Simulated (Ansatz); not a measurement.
Ligand-field states of FeF₃ at its PBE0-D4/def2-TZVP geometry (relaxed as a sextet).

```xyz
4

Fe    0.000    0.000    0.000
F     0.653    1.609    0.208
F    -0.103   -1.086    1.368
F    -0.550   -0.524   -1.576
```

CASSCF(5,5) on the Fe 3d shell in def2-TZVP, averaged with equal weights over 1 sextet and 12 quartets and 9 doublets, then SC-NEVPT2; Ansatz, no spin–orbit coupling. The space holds no ligand orbitals and no second d shell, so covalent complexes are described poorly.

**Question.** Estimate the states' energies above the lowest.

**Answer.** 
| state | CASSCF (cm⁻¹) | NEVPT2 (cm⁻¹) |
| --- | --- | --- |
| sextet 1 | 0 | 0 |
| quartet 1 | 26378 | 20647 |
| quartet 2 | 26758 | 20948 |
| quartet 3 | 27315 | 20457 |
| quartet 4 | 27329 | 20478 |
| quartet 5 | 27595 | 20928 |
| quartet 6 | 27595 | 20928 |
| quartet 7 | 32902 | 29669 |
| quartet 8 | 32902 | 29669 |
| quartet 9 | 33139 | 30150 |
| quartet 10 | 34435 | 30320 |
| quartet 11 | 34435 | 30321 |
| quartet 12 | 38080 | 33064 |
| doublet 1 | 41857 | 34337 |
| doublet 2 | 41976 | 36132 |
| doublet 3 | 41986 | 36151 |
| doublet 4 | 42322 | 36173 |
| doublet 5 | 42356 | 36393 |
| doublet 6 | 42591 | 36497 |
| doublet 7 | 42591 | 36497 |
| doublet 8 | 43908 | 37521 |
| doublet 9 | 43908 | 37521 |
The lowest NEVPT2 state is a sextet. It took 46 s on 2 threads of Arm Neoverse V2 on a shared host.
